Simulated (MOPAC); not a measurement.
Job for MOPAC: AM1 on CH8Si (a complex).

```
AM1 1SCF PRECISE CHARGE=0 THREADS=1
CH8Si

C      0.04923857 1    -0.11821289 1    -0.08035271 1
H     -0.18798148 1     0.90473633 1     0.20852291 1
H      1.02349754 1    -0.39274876 1     0.32162086 1
H     -0.70970760 1    -0.79264067 1     0.31376523 1
H      0.07115905 1    -0.19236641 1    -1.16675698 1
Si    -0.04871817 1     0.11757616 1     3.67885800 1
H      0.65738185 1     1.29737057 1     3.13200254 1
H     -0.08581372 1     0.20769549 1     5.15641374 1
H      0.66490694 1    -1.11557693 1     3.27938529 1
H     -1.43182642 1     0.08126914 1     3.15402732 1
```

Output:

```
*******************************************************************************
 **                                                                           **
 **                              MOPAC v23.2.5                                **
 **                                                                           **
 *******************************************************************************
 ** MOPAC's Digital Object Identifier: https://doi.org/10.5281/zenodo.6511958 **
 **                                                                           **
 ** Please cite the open-source release paper for use of this MOPAC version:  **
 ** J. E. Moussa and J. J. P. Stewart (2026)                                  **
 ** MOPAC: An open-source semiempirical molecular orbital program             **
 ** J. Open Source Softw., 11(119), 8025, https://doi.org/10.21105/joss.08025 **
 *******************************************************************************

                              AM1 CALCULATION RESULTS

 *******************************************************************************
 *  AM1        - The AM1 Hamiltonian to be used
 *
 *
 *
 *                 CHARGE ON SYSTEM = 0
 *
 *
 *
 *  PRECISE    - TIGHTER CRITERIA TO BE USED
 *  1SCF       - DO 1 SCF AND THEN STOP
 *  THREADS=1  - MULTI-THREADING NOT USED
 *  T=         - A TIME OF 172800.0 SECONDS REQUESTED
 *  DUMP=N     - RESTART FILE WRITTEN EVERY 7200.0 SECONDS REQUESTED
 *******************************************************************************
AM1 1SCF PRECISE CHARGE=0 THREADS=1
 CH8Si

   ATOM   CHEMICAL          X               Y               Z
  NUMBER   SYMBOL      (ANGSTROMS)     (ANGSTROMS)     (ANGSTROMS)

     1       C          0.04923857  *  -0.11821289  *  -0.08035271  *
     2       H         -0.18798148  *   0.90473633  *   0.20852291  *
     3       H          1.02349754  *  -0.39274876  *   0.32162086  *
     4       H         -0.70970760  *  -0.79264067  *   0.31376523  *
     5       H          0.07115905  *  -0.19236641  *  -1.16675698  *
     6      Si         -0.04871817  *   0.11757616  *   3.67885800  *
     7       H          0.65738185  *   1.29737057  *   3.13200254  *
     8       H         -0.08581372  *   0.20769549  *   5.15641374  *
     9       H          0.66490694  *  -1.11557693  *   3.27938529  *
    10       H         -1.43182642  *   0.08126914  *   3.15402732  *



          CARTESIAN COORDINATES

    NO.       ATOM           X           Y           Z

     1         C          0.0492     -0.1182     -0.0804
     2         H         -0.1880      0.9047      0.2085
     3         H          1.0235     -0.3927      0.3216
     4         H         -0.7097     -0.7926      0.3138
     5         H          0.0712     -0.1924     -1.1668
     6        Si         -0.0487      0.1176      3.6789
     7         H          0.6574      1.2974      3.1320
     8         H         -0.0858      0.2077      5.1564
     9         H          0.6649     -1.1156      3.2794
    10         H         -1.4318      0.0813      3.1540

  H: (AM1): M.J.S. DEWAR ET AL, J. AM. CHEM. SOC. 107 3902-3909 (1985)
  C: (AM1): M.J.S. DEWAR ET AL, J. AM. CHEM. SOC. 107 3902-3909 (1985)
 Si: (AM1): M.J.S.DEWAR, C. JIE, ORGANOMETALLICS, 6, 1486-1490 (1987).

           Empirical Formula: C H8 Si  =    10 atoms



      MOLECULAR POINT GROUP   :   C3


      RHF CALCULATION, NO. OF DOUBLY OCCUPIED LEVELS = 8


 -------------------------------------------------------------------------------
 AM1 1SCF PRECISE CHARGE=0 THREADS=1
 CH8Si



     1SCF WAS SPECIFIED, SO BFGS WAS NOT USED
     SCF FIELD WAS ACHIEVED


                              AM1 CALCULATION
                                                       MOPAC v23.2.5 Linux




          FINAL HEAT OF FORMATION =         -2.91053 KCAL/MOL =     -12.17767 KJ/MOL


          COSMO AREA              =        119.98 SQUARE ANGSTROMS
          COSMO VOLUME            =        106.49 CUBIC ANGSTROMS

          IONIZATION POTENTIAL    =         12.210172 EV
          HOMO LUMO ENERGIES (EV) =        -12.210  1.598
          NO. OF FILLED LEVELS    =          8
          MOLECULAR WEIGHT        =         48.1597         POINT GROUP:  C3

          MOLECULAR DIMENSIONS (Angstroms)

            Atom       Atom       Distance
            H     8    H     5     6.33776
            H    10    H     9     2.41753
            H     7    H     4     2.37118


          SCF CALCULATIONS        =          1





   ATOM   CHEMICAL          X               Y               Z
  NUMBER   SYMBOL      (ANGSTROMS)     (ANGSTROMS)     (ANGSTROMS)

     1       C          0.04923857  *  -0.11821289  *  -0.08035271  *
     2       H         -0.18798148  *   0.90473633  *   0.20852291  *
     3       H          1.02349754  *  -0.39274876  *   0.32162086  *
     4       H         -0.70970760  *  -0.79264067  *   0.31376523  *
     5       H          0.07115905  *  -0.19236641  *  -1.16675698  *
     6      Si         -0.04871817  *   0.11757616  *   3.67885800  *
     7       H          0.65738185  *   1.29737057  *   3.13200254  *
     8       H         -0.08581372  *   0.20769549  *   5.15641374  *
     9       H          0.66490694  *  -1.11557693  *   3.27938529  *
    10       H         -1.43182642  *   0.08126914  *   3.15402732  *

                             CARTESIAN COORDINATES

   1    C        0.049238570    -0.118212890    -0.080352710
   2    H       -0.187981480     0.904736330     0.208522910
   3    H        1.023497540    -0.392748760     0.321620860
   4    H       -0.709707600    -0.792640670     0.313765230
   5    H        0.071159050    -0.192366410    -1.166756980
   6   Si       -0.048718170     0.117576160     3.678858000
   7    H        0.657381850     1.297370570     3.132002540
   8    H       -0.085813720     0.207695490     5.156413740
   9    H        0.664906940    -1.115576930     3.279385290
  10    H       -1.431826420     0.081269140     3.154027320


           Empirical Formula: C H8 Si  =    10 atoms



      MOLECULAR POINT GROUP   :   C3


                  EIGENVALUES
 -29.37882 -16.04715 -13.51119 -13.47597 -13.47519 -12.28700 -12.28655 -12.21017
   1.59795   1.59818   1.59912   2.10015   4.71440   4.71471   4.71576   5.34762


              NET ATOMIC CHARGES AND DIPOLE CONTRIBUTIONS

  ATOM NO.   TYPE          CHARGE      No. of ELECS.   s-Pop       p-Pop
    1          C          -0.265491        4.2655     1.21772     3.04777
    2          H           0.066322        0.9337     0.93368
    3          H           0.066327        0.9337     0.93367
    4          H           0.066292        0.9337     0.93371
    5          H           0.067216        0.9328     0.93278
    6         Si           0.605225        3.3948     0.87161     2.52316
    7          H          -0.151118        1.1511     1.15112
    8          H          -0.152525        1.1525     1.15253
    9          H          -0.151127        1.1511     1.15113
   10          H          -0.151121        1.1511     1.15112
 DIPOLE           X         Y         Z       TOTAL
 POINT-CHG.     0.001    -0.002    -0.032     0.032
 HYBRID         0.000    -0.000    -0.003     0.003
 SUM            0.001    -0.002    -0.035     0.035


          ATOMIC ORBITAL ELECTRON POPULATIONS

     Atom    s        px        py        pz
    1  C   1.21772   1.01524   1.01523   1.01730
    2  H   0.93368
    3  H   0.93367
    4  H   0.93371
    5  H   0.93278
    6 Si   0.87161   0.84152   0.84152   0.84012
    7  H   1.15112
    8  H   1.15253
    9  H   1.15113
   10  H   1.15112

 **********************
 *                    *
 * JOB ENDED NORMALLY *
 *                    *
 **********************




 == MOPAC DONE ==
```

The run finished.

Cost: very roughly 0.06 core-seconds.
